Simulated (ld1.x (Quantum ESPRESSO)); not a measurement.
neon (Ne), RRKJ: configuration errors across variants

ld1.x (Quantum ESPRESSO) 7.5 input, shortened:

```
&input
   title='Ne', zed=10., rel=1, dft='BLYP', iswitch=3,
   config='[He] 2s2 2p6'
 /
 &inputp
   pseudotype=2, tm=.false., rho0=0.02, lloc=0,
   nlcc=.true., new_core_ps=.true., rcore=0.50
 /
2
2P  2  1   6.00   0.00  0.85  0.85  0.0
2S  1  0   2.00   0.00  0.70  0.70  0.0
 &test
   configts(1)='2s2 2p6'
 /
```

All-electron excitation energies from the reference (eV): (1) 2s2 2p5 22.496; (2) 2s2 2p4 65.792; (3) 2s2 2p3 133.275; (4) 2s2 2p5.5 8.879; (5) 2s2 2p2 227.999; (6) 2s1 2p6 45.753.

2 further variants failed, have other tests or another functional or relativity, and are left out.

Errors AE − PS in meV (a dash: test not solved or not reliable):

```tsv
change	(1)	(2)	(3)	(4)	(5)	(6)	bound ghosts
base	+0.3	+25	+143	-0.7	+496	+2.7	none
core correction none	+0.1	+25	+144	-0.8	+504	+2.7	none
type TM; rho0 0	-0.6	+18	+112	-0.9	+401	+5.3	none
wave 2p (bound): rc 0.85 bohr becomes 2p (bound): rc 1.12 bohr	+9.3	+117	+541	+0.4	+1666	-39	none
all radii but the core radius scaled by about 1.29 (s 0.90, p 1.10 bohr)	+15	+143	+598	+1.7	+1748	-32	none
local potential all-electron potential smoothed inside 0.70 bohr (lloc = -2)	-2.2	+9.3	+90	-1.2	+364	-0.7	none
wave 2p (bound): rc 0.85 bohr becomes 2p (bound): rc 0.72 bohr	-1.4	+8.1	+63	-1.0	+242	+7.5	none
```

Task: Give the same row for: wave 2s (bound): rc 0.70 bohr becomes 2s (bound): rc 0.44 bohr.

Result: +0.9, +30, +163, -0.6, +549, +17; bound ghosts: none.
